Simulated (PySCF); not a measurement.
Static polarisabilities and like-pair C6 coefficients by linear response at wB97X-D/def2-SVPD (PySCF, frozen core in the response, non-relativistic, gas phase), PBE0-D3(BJ)/def2-SVP geometries, one conformer each; atomic units unless stated.

```json
{"label": "P", "species": "`F[C@@H]1C=CO[C@@H]1OC(F)(F)F`", "α": "67.1", "C6": "2329"}
{"label": "Q", "species": "`F[C@H]1C=C(OC(F)(F)F)CO1`", "α": "67.3", "C6": "2340"}
{"label": "R", "species": "`F/C=C/O/C=C(/F)OC(F)F`", "α": "77.2", "C6": "2648"}
{"label": "S", "species": "`O=C([C@@H]1OC[C@H]1F)C(F)(F)F`", "α": "65.5", "C6": "2281"}
{"label": "T", "species": "`O=C([C@@H]1OC[C@@H]1F)C(F)(F)F`", "α": "65.0", "C6": "2265"}
{"label": "U", "species": "`O=C1CO[C@@H]1[C@H](F)C(F)(F)F`", "α": "65.7", "C6": "2297"}
```

Question: Estimate the unlike-pair coefficients by the rule C6(AB) = 2·C6(AA)·C6(BB) / [C6(AA)·αB/αA + C6(BB)·αA/αB], and compare with the geometric mean, for PQ, PR, QR, QS, QT, QU, RT and RU.

Answer: 
| pair | combination rule | geometric mean | ratio |
| --- | --- | --- | --- |
| PQ | 2334 | 2334 | 1.000 |
| PR | 2476 | 2484 | 0.997 |
| QR | 2482 | 2489 | 0.997 |
| QS | 2310 | 2310 | 1.000 |
| QT | 2302 | 2302 | 1.000 |
| QU | 2318 | 2318 | 1.000 |
| RT | 2438 | 2449 | 0.996 |
| RU | 2456 | 2467 | 0.996 |

The rule is exact for one-pole polarisabilities and never exceeds the geometric mean; the two meet where both partners have the same effective excitation energy. These unlike-pair values are estimates, not computed integrals.
